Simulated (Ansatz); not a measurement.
Relaxation of a periodic cell of 21 atoms, CaH$_{12}$Cl$_{2}$O$_{6}$ (contents 6 H2O + 1 Ca + 2 Cl, density as packed 1.48 g/cm³ with natural masses), to a largest force component of 0.3 eV/Å in at most 15 steps.

Level of theory: Ansatz, DFT PBE, scalar-relativistic, plane waves, PAW. Settings: cutoff 420 eV, k mesh 1x1x1, fermi-dirac smearing 0.02 eV, no spin polarisation.

```xyz
21
Lattice="6.2658 0.0000 0.0000 0.0000 6.2658 0.0000 0.0000 0.0000 6.2658" Properties=species:S:1:pos:R:3:forces:R:3
O 0.393 1.964 3.962 -0.66 0.56 -0.23
H 1.034 1.555 4.562 0.41 -0.74 0.06
H -0.399 2.078 4.507 -0.29 -0.01 -0.10
O 3.259 2.610 4.744 0.99 -0.10 0.70
H 2.653 3.313 4.467 0.16 0.65 -0.28
H 3.159 1.931 4.061 -0.07 -0.52 0.03
O 5.395 5.007 3.520 -1.00 -0.42 0.06
H 4.968 5.792 3.145 -0.07 0.16 0.47
H 6.284 5.312 3.752 0.44 0.11 -0.24
O 1.770 1.567 1.286 -0.53 0.83 -0.35
H 2.683 1.246 1.335 0.01 -0.70 0.02
H 1.248 0.767 1.127 0.37 -0.70 0.10
O 0.940 4.167 6.071 -1.90 -1.22 -0.79
H 0.861 3.819 5.170 -0.16 -0.07 -0.46
H 1.865 4.002 6.306 0.03 0.08 0.26
O 3.919 5.557 0.620 0.14 -0.58 0.03
H 4.274 6.274 0.074 0.28 -0.02 -0.72
H 4.269 5.739 1.504 0.05 -0.05 0.38
Ca 4.968 2.643 0.880 0.77 1.90 -0.09
Cl 2.250 5.740 4.323 0.48 0.94 -0.18
Cl 1.512 4.672 2.056 0.56 -0.11 1.32
```

**Question.** Where does it end, and by what steps?

**Answer.** The run ended unconverged. Limits of this set-up: coarse k mesh. After 14 steps the energy has fallen by 9.214 eV; H5 moved furthest, 1.59 Å. Joined: O1–Ca19, O7–Ca19, O10–Ca19.

```json
{"step": "0", "energy less start (eV)": "0.0000", "largest force component (eV/Å)": "1.903", "accepted": "yes"}
{"step": "1", "energy less start (eV)": "-1.3168", "largest force component (eV/Å)": "1.971", "accepted": "yes"}
{"step": "2", "energy less start (eV)": "-2.4038", "largest force component (eV/Å)": "1.919", "accepted": "yes"}
{"step": "3", "energy less start (eV)": "-3.4933", "largest force component (eV/Å)": "1.994", "accepted": "yes"}
{"step": "4", "energy less start (eV)": "-4.6535", "largest force component (eV/Å)": "2.189", "accepted": "yes"}
{"step": "5", "energy less start (eV)": "-5.6385", "largest force component (eV/Å)": "2.054", "accepted": "yes"}
{"step": "6", "energy less start (eV)": "-6.4020", "largest force component (eV/Å)": "2.129", "accepted": "yes"}
{"step": "7", "energy less start (eV)": "-7.1280", "largest force component (eV/Å)": "1.936", "accepted": "yes"}
{"step": "8", "energy less start (eV)": "-7.6950", "largest force component (eV/Å)": "1.782", "accepted": "yes"}
{"step": "9", "energy less start (eV)": "-8.1513", "largest force component (eV/Å)": "0.942", "accepted": "yes"}
{"step": "10", "energy less start (eV)": "-8.4902", "largest force component (eV/Å)": "0.491", "accepted": "yes"}
{"step": "11", "energy less start (eV)": "-8.7166", "largest force component (eV/Å)": "0.666", "accepted": "yes"}
{"step": "12", "energy less start (eV)": "-8.8847", "largest force component (eV/Å)": "0.717", "accepted": "yes"}
{"step": "13", "energy less start (eV)": "-9.0657", "largest force component (eV/Å)": "0.563", "accepted": "yes"}
{"step": "14", "energy less start (eV)": "-9.2138", "largest force component (eV/Å)": "0.481", "accepted": "yes"}
```

```xyz
21
Lattice="6.2658 0.0000 0.0000 0.0000 6.2658 0.0000 0.0000 0.0000 6.2658" Properties=species:S:1:pos:R:3
O 0.057 2.163 3.648
H 0.721 1.454 3.792
H -0.626 2.091 4.368
O 4.407 2.645 5.575
H 4.152 3.387 4.989
H 3.770 1.896 5.357
O 5.095 4.754 3.407
H 4.363 5.397 3.610
H 5.844 4.985 3.999
O 0.830 1.470 0.860
H 1.789 1.686 0.888
H 0.770 0.519 1.083
O 0.632 4.114 5.512
H 0.716 3.440 4.791
H 1.487 4.604 5.585
O 4.606 5.482 0.736
H 4.197 5.778 -0.122
H 3.799 5.388 1.308
Ca 5.868 3.490 1.364
Cl 2.834 6.533 4.677
Cl 1.996 4.476 2.046
```

The run took 22 s on 1 thread of Intel(R) Xeon(R) Platinum 8488C (Sapphire Rapids), on a shared host, peak memory 0.4 GiB.
